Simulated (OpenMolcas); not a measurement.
**Fe2+, Ru2+, Os2+: d⁶ down the group**

| Item | Value |
| --- | --- |
| Program | OpenMolcas 26.06 |
| Method | CASSCF |
| Basis | ANO-RCC-VQZP |
| Scalar Hamiltonian | DKH2, point nucleus |
| Spin-orbit coupling | state interaction with AMFI integrals over the reference wave functions, term energies averaged over their components |

Active space for each ion: 6 electrons in 5 orbitals (d).

Computed levels in cm-1 above ⁵D₄:

```json
{"Level": "⁵D₃", "Fe2+": "432", "Ru2+": "1156", "Os2+": "4548"}
{"Level": "⁵D₂", "Fe2+": "740", "Ru2+": "1873", "Os2+": "5287"}
{"Level": "⁵D₁", "Fe2+": "939", "Ru2+": "2332", "Os2+": "7294"}
{"Level": "⁵D₀", "Fe2+": "1037", "Ru2+": "2554", "Os2+": "7765"}
{"Level": "³H₆", "Fe2+": "22591", "Ru2+": "17772", "Os2+": "18520"}
{"Level": "³H₅", "Fe2+": "22819", "Ru2+": "18180", "Os2+": "18724"}
{"Level": "³P₂(1)", "Fe2+": "24743", "Ru2+": "18957", "Os2+": "19058"}
{"Level": "³P₁(1)", "Fe2+": "26008", "Ru2+": "22288", "Os2+": "33118"}
{"Level": "³F₃(1)", "Fe2+": "26115", "Ru2+": "20685", "Os2+": "22095"}
{"Level": "weight of ⁵D in the lowest level (%)", "Fe2+": "100", "Ru2+": "99", "Os2+": "89"}
```

Mixed levels, with the weight of the term that names them: Os2+ ³H₅ (59 %), Os2+ ³P₂(1) (66 %), Os2+ ³P₁(1) (54 %), Os2+ ³F₃(1) (60 %).

Measured, with the error of the calculation in %. Measured levels: Fe2+ from Corliss and Sugar, J. Phys. Chem. Ref. Data 11, 135 (1982); Ru2+ from Moore, Atomic Energy Levels, vol. III, NSRDS-NBS 35 (1971 reprint of NBS Circular 467, 1958).

```
 Level           Fe2+         Ru2+
   ⁵D₃     436 (-1.0)  1159 (-0.3)
   ⁵D₂     739 (+0.1)  1826 (+2.6)
   ⁵D₁     932 (+0.7)  2266 (+2.9)
   ⁵D₀    1027 (+0.9)  2476 (+3.2)
   ³H₆  20051 (+12.7)             
   ³H₅  20301 (+12.4)             
³P₂(1)  19405 (+27.5)             
³P₁(1)  20688 (+25.7)             
³F₃(1)  21700 (+20.3)
```

The fine-structure level ⁵D₀ changes by a factor of 7.49 from Fe2+ to Os2+.

Without spin-orbit coupling ³H lies 22376, 17212, 16090 cm-1 above ⁵D in that order; the difference to the level ³H₆, of either sign, comes from spin-orbit coupling, which also lowers the zero.

Without dynamic correlation excited terms often stand tens of per cent too high (terms of higher spin than the ground term too low), and those without a measured partner can miss by more than the paired ones. Levels of configurations with an s electron are missing; early in the row they begin among the upper levels of the d shell and mix with terms of their name (holds for Ru2+). Configurations with an s electron lie low in 5d ions of this charge, fall among these levels and mix in, so low-spin terms can stand far too high, up to twice their true height, and weights are not those of the real levels (holds for Os2+). Computed and measured levels are paired by configuration, term and J; levels that our copy of the source lacks, or whose pairing is in doubt (as where it misses far off the trend of its configuration), stay unpaired and out of the deviations. Only configurations of the active space appear.

A number in round brackets counts repeated terms of one configuration in the order of the reference energies.
